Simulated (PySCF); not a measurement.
Dipole moment and polarisability of `[Br][GeH2][Br]`

Br₂GeH₂.
SMILES with atom numbers: `[Br:1][GeH2:2][Br:3]` (hydrogens: H4, H5 on Ge2)

Structure used (PBE0-D3(BJ)/def2-SVP), in Å, numbered top down from 1:
```
atom  x, y, z in Å
Br1   -1.834    1.196   -0.102
Ge2   -0.058   -0.259   -0.018
Br3    1.884    0.935   -0.292
H4    -0.035   -0.907    1.369
H5    -0.178   -1.241   -1.187
```

Level: wB97X-D/def2-SVPD (PySCF), static field, nuclei fixed, core orbitals frozen in the response. The polarisability tensor in these axes (au):

```
x   90.79 -1.55 -1.61
y   -1.55 70.13 -1.09
z   -1.61 -1.09 61.36
```

Task: Diagonalise the tensor; give its mean and Δα, where Δα² is half the sum of the squared differences of the eigenvalues.

Result: Principal values 61.12, 70.18 and 90.98 au; mean 74.09 au = 10.98 Å³ = 12.22 × 10⁻⁴⁰ C²·m²/J; Δα = 26.52 au (36 % of the mean).

Task: What is the dipole moment, and where does it point?

Result: (-0.11, -1.80, 0.24) D, 1.82 D in size, pointing from the negative to the positive side. Measured along this direction, the outermost atoms are Br1 and Br3 at the negative end and H4 and H5 at the positive end.

Task: Find the Langevin capture rate constant for O2+ (31.990 u) meeting this molecule (233.774 u), k = 2.342 × 10⁻⁹ cm³/s × √(α in Å³ / reduced mass in u).

Result: The reduced mass is 28.14 u, so k = 1.46 × 10⁻⁹ cm³/s. The formula leaves out the permanent dipole, which adds to the capture rate.

Task: Directions of the eigenvectors, and the extent of the frame along each?

Result: Largest value along (1.00, -0.07, -0.05), where the nuclei span 3.73 Å; middle along (0.06, 0.99, -0.13), 2.17 Å; least along (0.06, 0.13, 0.99), 2.58 Å. The strongest response lies along the longest span, while the other two are in reverse order.

Task: Traceless (Buckingham) quadrupole moment about the centre of nuclear charge: eigenvalues?

Result: -3.78, -0.03, 3.81 D·Å. The values depend on the origin, since the dipole doesn't vanish. The electronic extent ⟨r²⟩ about the same centre is 1168 bohr², a root-mean-square distance of 1.77 Å for the 104 electrons.

Isolated species at its PBE0-D3(BJ)/def2-SVP geometry, gas phase. The calculation is non-relativistic, for germanium and bromine too.
